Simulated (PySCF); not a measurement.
Simulation results for AlCl2HO, AlBH5OSi, Al2H2O, Al3H2O

Computed with PySCF 2.14.0. Calculation on a computer-drawn molecule: the log of a Hartree-Fock and frozen-core CCSD(T) single point meant for a local Hartree-Fock minimum, with one planted fault or none, to be diagnosed. Offsets are logged minus clean, where the clean run is the same molecule without the fault. The reference is restricted for singlets and unrestricted otherwise, and also for a bond in bohr or an excited solution. Adding or removing an electron swaps singlet and doublet. The excited solution moves the top pair (singlet) or top alpha electron (doublet) to the lowest empty orbital. Highest occupied and lowest empty are orbital energies over both spins, largest force is the largest gradient component, triples share is (T) over the correlation energy, the T1 limit is 0.02 restricted and 0.045 unrestricted, electrons count all cores, a negative frequency is imaginary (commonest isotopes), and the dipole is about the centre of nuclear charge.

Common to all runs: meant basis cc-pV(D+d)Z; logged SCF converged yes; logged SCF stable within its kind yes; possible faults no fault, one electron removed, one electron added, multiplicity raised by two, geometry at a saddle point, SCF held on an excited solution, minimal basis STO-3G, one bond length entered in bohr, all coordinates scaled.

```json
{"entry": 1, "formula": "AlCl2HO", "logged_structure": {"atoms_angstrom": [["O", 0.5899, -0.1698, 2.2136], ["Al", -0.8286, 0.5437, 1.7075], ["Cl", -0.7546, 2.4286, 0.8252], ["Cl", -2.6715, -0.4164, 1.9418], ["H", 0.7276, -1.0066, 2.6255]]}, "given": {"meant_charge": 0, "meant_multiplicity": 1, "logged_electrons": 56, "logged_basis_functions": 33, "logged_spin_squared": 0.0, "logged_highest_occupied [eV]": -10.321, "logged_lowest_empty [eV]": 7.2009, "logged_largest_force [hartree/bohr]": 0.067757, "logged_T1_diagnostic": 0.013903, "logged_D1_diagnostic": 0.058218, "logged_triples_share": 0.043063, "logged_CC_converged": "yes", "logged_dipole_magnitude [debye]": 2.9739, "logged_energy_HF [hartree]": -1222.814, "logged_energy_CCSD(T) [hartree]": -1222.8963, "drawn_bonds_atom": [1, 2, 2, 1], "drawn_bonds_other_atom": [2, 3, 4, 5], "drawn_bonds_order": [1, 1, 1, 1]}, "results": {"planted_fault": "minimal basis STO-3G", "HF_energy_offset_from_clean_run [kcal/mol]": 8646, "CCSD(T)_energy_offset_from_clean_run [kcal/mol]": 8946}}
{"entry": 2, "formula": "AlBH5OSi", "logged_structure": {"atoms_angstrom": [["O", 0.511, -3.04, -2.6716], ["Al", 0.263, -2.3222, -1.1642], ["B", 1.3376, -0.8527, -0.0649], ["Si", 0.884, 1.1331, -0.0768], ["H", 1.1784, -2.9471, -3.3303], ["H", 2.7291, -1.6124, 1.5675], ["H", 2.1265, 1.8987, -0.3666], ["H", -0.1189, 1.5003, -1.1103], ["H", 0.3586, 1.5842, 1.238]]}, "given": {"meant_charge": 0, "meant_multiplicity": 2, "logged_electrons": 45, "logged_basis_functions": 99, "logged_spin_squared": 1.5232, "logged_highest_occupied [eV]": -7.9388, "logged_lowest_empty [eV]": 0.58234, "logged_largest_force [hartree/bohr]": 0.015151, "logged_T1_diagnostic": 0.062087, "logged_D1_diagnostic": 0.24243, "logged_triples_share": 0.033014, "logged_CC_converged": "yes", "logged_dipole_magnitude [debye]": 1.6634, "logged_energy_HF [hartree]": -633.19388, "logged_energy_CCSD(T) [hartree]": -633.67324, "drawn_bonds_atom": [1, 2, 3, 1, 3, 4, 4, 4], "drawn_bonds_other_atom": [2, 3, 4, 5, 6, 7, 8, 9], "drawn_bonds_order": [1, 1, 1, 1, 1, 1, 1, 1]}, "results": {"planted_fault": "one bond length entered in bohr, row 5 of the drawn bonds", "HF_energy_offset_from_clean_run [kcal/mol]": 69.44, "CCSD(T)_energy_offset_from_clean_run [kcal/mol]": 70.4}, "notes": ["T1 above single-reference limit"]}
{"entry": 3, "formula": "Al2H2O", "logged_structure": {"atoms_angstrom": [["O", 2.8028, 0.3787, -2.3481], ["Al", 1.6022, 1.1603, -1.6922], ["Al", -0.3845, 2.4538, -0.6066], ["H", -0.1621, 3.1604, 0.7815], ["H", -1.7635, 2.5005, -1.3629]]}, "given": {"meant_charge": 0, "meant_multiplicity": 1, "logged_electrons": 36, "logged_basis_functions": 25, "logged_spin_squared": 0.0, "logged_highest_occupied [eV]": -5.1247, "logged_lowest_empty [eV]": 7.8473, "logged_largest_force [hartree/bohr]": 0.034983, "logged_dipole_magnitude [debye]": 4.0333, "logged_energy_HF [hartree]": -552.9175, "drawn_bonds_atom": [1, 2, 3, 3], "drawn_bonds_other_atom": [2, 3, 4, 5], "drawn_bonds_order": [2, 1, 1, 1]}, "results": {"planted_fault": "minimal basis STO-3G", "HF_energy_offset_from_clean_run [kcal/mol]": 4340}, "notes": ["coupled-cluster numbers left out as unreliable"]}
{"entry": 4, "formula": "Al3H2O", "logged_structure": {"atoms_angstrom": [["O", 0.581, 3.6779, 0.1496], ["Al", 0.2252, 2.3867, -0.6649], ["Al", 0.1624, 0.0434, -1.7671], ["Al", 2.2495, -1.5829, -1.1479], ["H", -0.8041, -0.7073, -2.7351], ["H", 3.4352, -2.5394, -0.8104]]}, "given": {"meant_charge": 1, "meant_multiplicity": 1, "logged_electrons": 47, "logged_basis_functions": 93, "logged_spin_squared": 0.7556, "logged_highest_occupied [eV]": -19.291, "logged_lowest_empty [eV]": -10.012, "logged_largest_force [hartree/bohr]": 0.095165, "logged_T1_diagnostic": 0.01769, "logged_D1_diagnostic": 0.041386, "logged_triples_share": 0.021753, "logged_CC_converged": "yes", "logged_dipole_magnitude [debye]": 5.4088, "logged_energy_HF [hartree]": -801.10096, "logged_energy_CCSD(T) [hartree]": -801.41932, "drawn_bonds_atom": [1, 2, 3, 3, 4], "drawn_bonds_other_atom": [2, 3, 4, 5, 6], "drawn_bonds_order": [2, 1, 1, 1, 1]}, "results": {"planted_fault": "one electron removed", "HF_energy_offset_from_clean_run [kcal/mol]": 242.4, "CCSD(T)_energy_offset_from_clean_run [kcal/mol]": 293.6}}
```
